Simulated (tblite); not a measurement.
Method: GFN2-xTB as coded in tblite; computed harmonic values from a numerical Hessian at the method's own geometry, unscaled. The method is semi-empirical: single wavenumbers can be off by several per cent or more. Modes of hydrogen on phosphorus and silicon can be 10 to 20 % off. One conformer each. Thermal functions are those of the rigid rotor and harmonic oscillator, without mixing of conformers.

Question: Order these by their zero-point energy, highest first (kJ/mol).
A. `N#CCCP`
B. `CC(=O)C1=C[SiH2]C1(F)F`
C. `C/C=C\[P@H](=S)CP`
D. `C=C[C@H]1C[C@H]2C[C@H]2C1`
E. `FC(F)OC1=C[SiH2]C=C1`
F. `C=C1OC=C([SiH3])C1(F)F`

Answer: D (463.3), C (327.1), E (250.8), B (247.2), F (242.7), A (211.5).

```csv
SMILES,atoms,mass (u),symmetry number,modes under 300 cm⁻¹,ZPE (kJ/mol),S translation (J/(mol K)),S rotation,S vibration,S,Cp
C=C[C@H]1C[C@H]2C[C@H]2C1,20,108.09,1,3,463.3,178.0,123.8,148.8,450.5,223.5
C/C=C\[P@H](=S)CP,17,152.00,1,8,327.1,182.3,131.1,213.0,526.3,226.6
FC(F)OC1=C[SiH2]C=C1,15,148.02,1,5,250.8,181.9,130.5,181.3,493.8,217.7
CC(=O)C1=C[SiH2]C1(F)F,15,148.02,1,7,247.2,181.9,129.5,200.9,512.4,221.4
C=C1OC=C([SiH3])C1(F)F,15,148.02,1,6,242.7,181.9,129.0,191.0,502.0,222.8
N#CCCP,11,87.02,1,4,211.5,175.3,116.5,101.5,393.3,138.9
```

Entropies and Cp are for 500 K and 1 bar.
